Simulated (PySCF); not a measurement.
Two-component Hartree-Fock for Co (cobalt, neutral)

Start: [Ar] 3d7 4s2; 3d3/2 filled at m_j = -3/2, -1/2, +1/2, +3/2; 3d5/2 filled at m_j = +1/2, +3/2, +5/2. Calculated with PySCF 2.14 in x2c-TZVPall-2c (6s7p4d1f, 54 functions): generalised Hartree-Fock with the X2C-1e Hamiltonian and a Gaussian nucleus; one run each with spin-orbit coupling (SO) switched off, then screened by Boettger's factors.

| spinor shell | electrons | ε, spin-free (eV) | ε, screened SO (eV) | weight of nominal j (screened SO) | rms radius, screened SO (bohr) |
| --- | --- | --- | --- | --- | --- |
| 1s1/2 | 2 | -7776.5 | -7776.4 | 1.000 | 0.0649 |
| 2s1/2 | 2 | -965.12 | -965.06 | 1.000 | 0.276 |
| 2p1/2 | 2 | -822.69 | -833.29 | 0.995 | 0.247 |
| 3s1/2 | 2 | -125.77 | -125.75 | 1.000 | 0.831 |
| 3p3/2 | 4 | -82.354 | -81.195 | 0.818 | 0.892 |
| 3p1/2 | 2 | -82.354 | -84.663 | 0.637 | 0.888 |
| 3d5/2 | 3 | -18.026 | -19.220 | 0.785 | 1.15 |
| 3d3/2 | 4 | -18.026 | -17.134 | 0.702 | 1.19 |
| 4s1/2 | 2 | -7.412 | -7.410 | 1.000 | 3.36 |

**Question.** Where does 2p3/2 lie, and what is the 2p spin-orbit splitting (screened SO)?

**Answer.** At -817.47 eV, 15.825 eV above 2p1/2.

```
   quantity    spin-free  screened SO
E (hartree)  -1391.85107  -1391.88029
        M_J          9/2          9/2
       ⟨J²⟩       24.764       24.764
       ⟨L²⟩       12.004       12.020
       ⟨S²⟩        3.761        3.755
```

Each row is a mean over spinors that exchange with the open shell spreads, by up to 13.969 eV (3p3/2).

Rows whose weight is well below 1 are mixtures of j = l ± 1/2: exchange outweighs spin-orbit coupling there, and the label is only the starting occupation.

Without spin-orbit coupling the j labels of p, d and f shells carry no meaning; the spin-free column gives the mean over the occupied spinors of each nl shell.
